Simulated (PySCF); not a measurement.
C4H5NO, SMILES Nc1ccco1.

Coordinates come from a B3LYP-D3(BJ)/def2-SVP optimisation. The values are those of a single conformer.

Two levels are set side by side: PBE/def2-TZVP (PySCF) and PBE0/def2-TZVP (PySCF). Same geometry, gas phase. Differences are taken from unrounded values.

```
quantity                      PBE0
---------------------------  -----
orbital gap (eV)              6.27
highest occupied level (eV)  -5.50
lowest empty level (eV)       0.77
dipole moment (D)             1.68
mean polarisability (bohr³)   55.2
```

**Question.** What does PBE give, and how far is it from PBE0? (Estimate from the structure and the level; the computed values follow.)

**Answer.** 
| quantity | PBE | PBE minus PBE0 |
|---|---|---|
| orbital gap (eV) | 4.29 | -1.97 |
| highest occupied level (eV) | -4.46 | 1.04 |
| lowest empty level (eV) | -0.16 | -0.93 |
| dipole moment (D) | 1.73 | 0.05 |
| mean polarisability (bohr³) | 56.8 | 1.6 |

PBE's occupied levels lie high since its potential decays too fast outside the molecule; exact exchange lowers them and widens the gap. Differences between two approximate levels are no errors against the true value.

Rough cost on one machine, each run with all the roots and properties that it gave: PBE0 against PBE within a factor of 2.
